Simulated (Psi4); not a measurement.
**A ladder of methods for MgBr2 (SMILES [Br][Mg][Br])**

MgBr2 has 3 atoms, charge 0, and is taken as a singlet. SMILES: `[Br][Mg][Br]`. Geometry: optimised at PBE0/def2-TZVP.

```xyz
3

Br   -1.2887   -0.7813    1.7790
Mg   -0.0304   -0.1747   -0.0727
Br    1.2278    0.4320   -1.9245
```

Quantity: the HOMO–LUMO gap, in eV. The values are calculated.

```
                                 level                    kind  program  value (eV)  CPU time
   PBE-D4/def2-TZVPP (density fitting)                     GGA     Psi4        4.65      28 s
r2SCAN-D4/def2-TZVPP (density fitting)                meta-GGA     Psi4        5.43      48 s
 B3LYP-D4/def2-TZVPP (density fitting)           global hybrid     Psi4        6.06      27 s
  PBE0-D4/def2-TZVPP (density fitting)           global hybrid     Psi4        6.62      26 s
  wB97M-V/def2-TZVPP (density fitting)  range-separated hybrid     Psi4       10.29      59 s
```

All-electron rows without a relativistic Hamiltonian named are non-relativistic. The values span 4.65 to 10.29 eV. Orbital gaps aren't excitation energies; they tend to grow with the share of exact exchange. CPU times are rough (shared hosts, several kinds of processor and program).
